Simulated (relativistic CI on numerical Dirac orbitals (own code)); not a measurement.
Au4+: O2,3 absorption edge

Computed with this model: Dirac-Coulomb-Breit CI, KLI orbitals optimised for each configuration, model QED, valence Slater integrals scaled by 0.9, multiplet model of core-to-valence dipole absorption; configurations [Xe] 4f14 5d7 → [Kr] 4d10 4f14 5s2 5p5 5d8; 300 K; Lorentzian 0.6 eV and Gaussian 0.3 eV FWHM. Energies are those of the free ion, without screening or charge transfer. The branching ratio is the share of the lower-energy edge in the whole absorption, uncertain by about 0.02 where the edges overlap. S is read from ⟨S²⟩ = S(S + 1).

Field parameters in Wybourne normalisation: Oh B⁴₀ = 21Dq, B⁴₄ = √(5/14) B⁴₀. The field is a parameter set, without covalency.

Computed curve for Oh, 10Dq = 29850 cm⁻¹, scaled to 100 at the maximum (points under 2 are left out and the grid is thinned):

| Energy (eV) | Intensity |
| --- | --- |
| 54.0 | 2.1 |
| 54.7 | 4.9 |
| 55.3 | 4.6 |
| 56.0 | 12.0 |
| 56.6 | 40.2 |
| 57.3 | 28.9 |
| 58.0 | 24.6 |
| 58.6 | 43.0 |
| 59.3 | 56.0 |
| 60.0 | 86.0 |
| 60.6 | 63.7 |
| 61.3 | 45.7 |
| 61.9 | 70.2 |
| 62.6 | 56.0 |
| 63.3 | 31.6 |
| 63.9 | 26.0 |
| 64.6 | 24.9 |
| 65.2 | 20.5 |
| 65.9 | 13.6 |
| 66.6 | 7.8 |
| 67.2 | 12.5 |
| 67.9 | 9.5 |
| 68.6 | 6.0 |
| 69.2 | 10.4 |
| 69.9 | 3.9 |
| 70.5 | 2.1 |
| 74.5 | 6.9 |
| 75.2 | 7.2 |
| 75.8 | 8.5 |
| 76.5 | 4.2 |
| 77.1 | 7.8 |
| 77.8 | 45.0 |
| 78.5 | 19.1 |
| 79.1 | 8.0 |
| 79.8 | 8.6 |
| 80.5 | 14.3 |
| 81.1 | 7.6 |
| 81.8 | 3.6 |
| 82.4 | 4.7 |
| 83.1 | 2.0 |

The ground state has S = 0.71, and the centroid lies at 64.18 eV.
